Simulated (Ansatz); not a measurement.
Consider the isomerisation: `BO[SiH](C)F` → `FBOC[SiH3]`.

Computed with Ansatz on PBE0-D4/def2-TZVP structures; ΔE is electronic, products minus reactants. CCSD(T)/CBS is the MP2 limit (def2-TZVPP, def2-QZVPP) plus CCSD(T) − MP2 in def2-TZVPP, frozen cores. DFT in def2-TZVPP. One conformer a species, not always the lowest.

`BO[SiH](C)F`:

Cartesian coordinates in Å:
```
B 0.470 2.159 -0.627
O 0.450 1.037 0.123
Si 0.323 -0.558 -0.269
C -0.796 -1.387 0.934
F 1.787 -1.179 -0.148
H 0.609 3.209 -0.066
H 0.343 2.087 -1.821
H -0.094 -0.688 -1.684
H -0.434 -1.244 1.955
H -1.805 -0.974 0.867
H -0.852 -2.460 0.735
```

`FBOC[SiH3]`:

Cartesian coordinates in Å:
```
F 0.873 -2.312 0.229
B 0.866 -1.631 -0.916
O 0.073 -0.562 -1.078
C -0.794 -0.082 -0.049
Si -0.104 1.514 0.700
H 1.573 -1.978 -1.811
H -1.768 0.108 -0.507
H -0.938 -0.837 0.730
H 1.230 1.240 1.294
H 0.026 2.554 -0.350
H -1.038 1.985 1.758
```

Task: Is it downhill or uphill in electronic energy at CCSD(T)/CBS, and by how much? (An estimate is asked.)

Result: Ansatz gave: Uphill: ΔE = +49.9 kcal/mol.

Task: What do these levels give: PBE0-D4, r2SCAN, MP2/def2-TZVPP, HF/def2-QZVPP, MP2/CBS(def2), CCSD/CBS(def2)? (Best estimate.)

Result: Computed: PBE0-D4 45.6, r2SCAN 47.9, MP2/def2-TZVPP 51.0, HF/def2-QZVPP 51.9, MP2/CBS(def2) 52.7, CCSD/CBS(def2) 50.6 kcal/mol.

Largest T1 diagnostic among the species: 0.013.

From PBE to PBE0 (25 % exact exchange), in def2-TZVPP and without D4, ΔE moves by +2.6 kcal/mol.
